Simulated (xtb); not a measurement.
H6HfO4Sn, SMILES [OH][Hf]([OH])([OH])[O][SnH3], multiplicity 1. All values are semi-empirical tight-binding results from xtb (GFN2-xTB unless named), good for trends rather than for accurate numbers. Geometry optimised at GFN2-xTB. The multiplicity is an assumed one; other spin states were not compared. The values are those of a single conformer.

For metal compounds this method's bond lengths and energies can be far off.

Q: Estimate the properties. (The exact figures need the calculation; the answer reports its results.)

A: 
The orbital gap comes out as 5.08 eV. The zero-point energy is 34.9 kcal/mol and the G − E(el) at 298.15 K (modified RRHO) comes out as 10.2 kcal/mol.
